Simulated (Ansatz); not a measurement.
# Pulling the pair apart

The pair of Cu⁺ (SMILES [Cu+], atom 1) and NH3 (SMILES N, atoms 2–5), both closed shells, in one local arrangement (a lower one may exist), relaxed at PBE0-D4/def2-TZVP:

Cu1  (0.075, -0.174, -1.773)
N2  (-0.007, 0.016, 0.159)
H3  (0.255, -0.844, 0.638)
H4  (-0.942, 0.258, 0.479)
H5  (0.619, 0.744, 0.498)
(Å)

NH3 is shifted rigidly along the line between the mean atom positions of the two fragments (negative: closer). Counterpoise interaction energies in kJ/mol. Ansatz 0.2.0; basis: def2-TZVPPD; cores frozen in the correlated methods. The 3s and 3p shells of Cu and Zn are frozen; filled d shells are correlated. B3LYP uses VWN-RPA correlation.

```tsv
shift (Å)	B3LYP-D4	PBE0-D4	r2SCAN-D4
-0.19	-223.6	-223.5	-254.6
-0.10	-245.7	-244.1	-271.7
0.00	-252.3	-249.4	-274.0
0.10	-249.3	-245.5	-267.5
0.23	-236.3	-231.5	-250.2
0.49	-202.2	-195.9	-209.9
0.97	-137.4	-131.2	-140.5
1.94	-63.5	-59.1	-66.2
```

(1) What does CCSD(T) give at these shifts? (An estimate is asked for; the value comes from the calculation.)

T1 diagnostic: at most 0.025.

Results:

(1) By the calculation: -186.9, -210.7, -218.9, -217.3, -206.0, -173.7, -114.0, -50.5 kJ/mol. For zero shift, CCSD(T) at an estimated basis limit (MP2 extrapolated from triple and quadruple zeta, plus CCSD(T) − MP2 in triple zeta) gives -233.9 kJ/mol. These are counterpoise interaction energies, counted from the two frozen fragments.

For scale, one of the runs: CCSD(T)/def2-TZVPPD, 155 basis functions, launched by `ansatz run in.yaml --threads 2 --pin off --events-out ev --progress --plain --max-ram 5222MiB`. Time: 10 s of wall clock on 2 CPU threads of an Arm Neoverse V1; the host was shared. Peak host memory: 0.75 GiB.
